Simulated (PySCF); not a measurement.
C2F3, SMILES FC(F)=[C]F, multiplicity 2.

Geometry: B3LYP-D3(BJ)/def2-SVP. The isomer is the one that the SMILES or the coordinates give; other isomers of the formula were not compared.

These are ωB97X/def2-TZVPD (PySCF) values and carry that method's errors.

Gas-phase values at a fixed geometry.

Task: Estimate the frontier levels, dipole moment and polarisability. (The exact figures need the calculation; the answer reports its results.)

Result: 
α spin, highest occupied and lowest empty level: -10.41 and 1.82 eV
β spin, highest occupied and lowest empty level: -10.05 and -1.52 eV
dipole moment: 0.39 D
quadrupole, principal values (traceless, Buckingham form, about the centre of nuclear charge): -1.50, 0.04, 1.46 D·Å
mean static polarisability: 28.2 bohr³ (4.17 Å³)
polarisability, principal values: 21.7, 25.9, 36.9 bohr³
⟨S²⟩: 0.766 (pure state 0.75)
